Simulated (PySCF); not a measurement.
Compound: C₁₁H₁₄.
Structure used (PBE0-D3(BJ)/def2-SVP), in Å, numbered top down from 1:
```
atom  x, y, z in Å
C1     0.218    1.129   -3.310
C2     0.476    0.841   -2.161
C3     0.786    0.485   -0.780
C4     1.223   -1.000   -0.643
C5     0.357   -1.695    0.421
C6     0.452   -0.899    1.691
C7     0.058    0.373    1.566
C8    -0.414    0.773    0.190
C9    -0.853    2.226    0.122
C10   -1.559   -0.188   -0.203
C11   -1.106   -1.653   -0.065
H12   -0.001    1.388   -4.328
H13    1.614    1.137   -0.454
H14    2.284   -1.055   -0.363
H15    1.112   -1.519   -1.606
H16    0.688   -2.735    0.556
H17    0.812   -1.334    2.627
H18    0.059    1.095    2.388
H19   -1.687    2.408    0.817
H20   -0.027    2.901    0.398
H21   -1.185    2.492   -0.892
H22   -1.868    0.039   -1.235
H23   -2.424    0.020    0.445
H24   -1.745   -2.199    0.646
H25   -1.178   -2.180   -1.030
```

Method: PySCF 2.14.0, PBE0-D3(BJ)/def2-SVP geometry optimisation, gas phase.

Take the most abundant isotopes and a rigid rotor. 

(1) Give the principal moments of inertia and the rotational constants in GHz.

(2) What kind of rotor is it?

(3) What does the inertial defect say?

(4) List the rotational levels J(Ka,Kc) to J = 4 (MHz).

(5) Which lines would a microwave search look for?

Answers

(1) Ia = 292.77, Ib = 451.49, Ic = 540.49 u·Å²; 505379 MHz·u·Å²/I gives 1726, 1119 and 935.0 MHz, that is A = 1.7262, B = 1.1194, C = 0.9350 GHz.

(2) An asymmetric top: κ = (2 × 1119 − 1726 − 935.0)/(1726 − 935.0) = -0.53.

(3) Not planar: Δ = Ic − Ia − Ib = -203.77 u·Å². For a rigid frame Δ = −2 Σ m c², so Σ m c² = 101.89 u·Å² lies off the ab plane: 26.38 from hydrogen and 75.51 from heavier atoms. The atom farthest from that plane is 2.02 Å away.

(4) Above 0(0,0):
J = 1: 1(0,1) 2054, 1(1,1) 2661, 1(1,0) 2846
J = 2: 2(0,2) 6127, 2(1,2) 6586, 2(1,1) 7139, 2(2,1) 8959, 2(2,0) 8995
J = 3: 3(0,3) 12155, 3(1,3) 12452, 3(1,2) 13553, 3(2,2) 15122, 3(2,1) 15294, 3(3,1) 18638, 3(3,0) 18642
J = 4: 4(0,4) 20073, 4(1,4) 20240, 4(1,3) 22053, 4(2,3) 23312, 4(2,2) 23782, 4(3,2) 26916, 4(3,1) 26947, 4(4,1) 31756, 4(4,0) 31757

(5) The dipole components are |μa| = 0.56 D, |μb| = 0.04 D, |μc| = 0.03 D. Intensities carry the squares of the components, which stand as 1.00 : 0.00 : 0.00 (a : b : c). Some lines, for components of 0.1 D or more:

| type | branch | J(Ka,Kc) | MHz | lower level (cm⁻¹) |
| --- | --- | --- | --- | --- |
| a | Q | 4(2,2) ← 4(2,3) | 470 | 0.778 |
| a | Q | 2(1,1) ← 2(1,2) | 553 | 0.220 |
| a | Q | 3(1,2) ← 3(1,3) | 1101 | 0.415 |
| a | Q | 4(1,3) ← 4(1,4) | 1812 | 0.675 |
| a | R | 2(1,2) ← 1(1,1) | 3924 | 0.089 |
| a | R | 2(0,2) ← 1(0,1) | 4073 | 0.069 |
| a | R | 2(1,1) ← 1(1,0) | 4293 | 0.095 |
| a | R | 3(1,3) ← 2(1,2) | 5866 | 0.220 |
| a | R | 3(0,3) ← 2(0,2) | 6027 | 0.204 |
| a | R | 3(2,2) ← 2(2,1) | 6163 | 0.299 |
| a | R | 3(1,2) ← 2(1,1) | 6415 | 0.238 |
| a | R | 4(1,4) ← 3(1,3) | 7788 | 0.415 |
| a | R | 4(0,4) ← 3(0,3) | 7918 | 0.405 |
| a | R | 4(3,2) ← 3(3,1) | 8278 | 0.622 |
| a | R | 4(3,1) ← 3(3,0) | 8304 | 0.622 |
| a | R | 4(2,2) ← 3(2,1) | 8488 | 0.510 |
| a | R | 4(1,3) ← 3(1,2) | 8499 | 0.452 |

No frequency check. Zero-point vibration and centrifugal distortion are left out. A rigid rotor knows nothing of internal rotation, which can split or shift real lines.
